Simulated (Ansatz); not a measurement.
Mulliken charges of C₅H₃NS (`N#Cc1cccs1`) from ωB97M-V/def2-TZVPP in Ansatz (PBE0-D4/def2-TZVP geometry).

| atom | x (Å) | y (Å) | z (Å) | charge (e) |
| --- | --- | --- | --- | --- |
| N1 | 1.177 | -3.184 | 0.790 | -0.014 |
| C2 | 0.849 | -2.117 | 0.504 | -0.188 |
| C3 | 0.452 | -0.810 | 0.152 | 0.088 |
| C4 | -0.779 | -0.232 | 0.343 | -0.156 |
| C5 | -0.825 | 1.093 | -0.131 | -0.122 |
| C6 | 0.364 | 1.496 | -0.671 | -0.161 |
| S7 | 1.544 | 0.276 | -0.608 | 0.146 |
| H8 | -1.604 | -0.754 | 0.807 | 0.144 |
| H9 | -1.701 | 1.725 | -0.077 | 0.130 |
| H10 | 0.605 | 2.455 | -1.104 | 0.134 |

**Question.** By hand: the dipole of these point charges (1 e Å = 4.8032 D).

**Answer.** Σ q r = (-0.118, 0.518, -0.152) e Å, of length 0.553 e Å = 2.66 D.

**Question.** How does the dipole of the full density compare? (Best estimate.)

**Answer.** Computed: (-0.335, 0.907, -0.225) e Å, 4.77 D; the point charges give 0.56 times that, at 8° from its direction.

Point charges leave out the atoms' own dipoles, such as those of lone pairs, and Mulliken's split depends on the basis, so the two needn't agree.
